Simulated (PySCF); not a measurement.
# Working out the ionisation energy of Ta

Ta [Xe] 4f14 5d3 6s2 (4F) → Ta+ [Xe] 4f14 5d3 6s1 (5F). Calculation: PySCF 2.14, in aug-cc-pwCVTZ-PP with ECP60MDF (8s8p7d4f3g, 122 functions); a scalar-relativistic core potential. Frozen: nothing. Energies in hartree (1 hartree = 27.21139 eV):

```json
{"part": "UHF", "Ta (lower)": "-56.745774", "Ta+ (upper)": "-56.534986"}
{"part": "MP2 opposite-spin", "Ta (lower)": "-0.263476", "Ta+ (upper)": "-0.215391"}
{"part": "MP2 same-spin", "Ta (lower)": "-0.107059", "Ta+ (upper)": "-0.099753"}
```

Q: What does Hartree-Fock give?

A: (-56.534986) − (-56.745774) = 0.210788 hartree = 5.736 eV.

Q: What do MP2 and SCS-MP2 (6/5 opposite-spin, 1/3 same-spin) give?

A: The opposite-spin parts differ by 1.308 eV and the same-spin parts by 0.199 eV. MP2: 5.736 + (1.308) + (0.199) = 7.243 eV. SCS-MP2: 5.736 + 1.2 × (1.308) + (0.199)/3 = 7.372 eV.

Measured between the centres of the two terms (NIST): 7.573 eV, so MP2 (valence and next inner shell) is off by -0.330 eV.

What remains against the reference includes basis incompleteness and correlation beyond second order.
